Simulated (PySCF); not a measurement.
# Relaxation of quartet NiCl₃

These are results of UPBE0 in PySCF with Ni def2-SVP, Cl def2-SVP; no relativity; density-fitted integrals, not measurements. A (50,194) grid was used.

A hand-made T-shaped start, of C2v symmetry, held to at least that symmetry:

```xyz
4
charge 0 multiplicity 4, angstrom
Ni    0.0000    0.0000   -0.4801
Cl    0.0000    0.0000    1.6099
Cl    2.0887    0.0000   -0.4072
Cl   -2.0887    0.0000   -0.4072
```

Task: What forces act on the atoms at the start (eV/Å)?

Result: 
```csv
atom,Fx,Fy,Fz
Ni1,0.00,0.00,-1.92
Cl2,0.00,0.00,2.31
Cl3,1.12,0.00,-0.19
Cl4,-1.12,0.00,-0.19
```

Task: What does it relax to?

Result: It ends at C2v with Ni–Cl 2.148 Å (×2), Ni–Cl 2.261 Å; Cl–Ni–Cl 91.0° (×2), Cl–Ni–Cl 178.0° (after a last refinement on a finer grid). A frequency run shows 1 imaginary mode, down to 154i cm⁻¹, so it is a saddle point. Other isomers or separated fragments may lie lower.

Task: How much energy is released, and in how many steps?

Result: 24.5 kJ/mol in 8 steps.

With open d or f shells other occupations or spin states may lie lower.

The relaxation took about 70 core-seconds on a shared host.
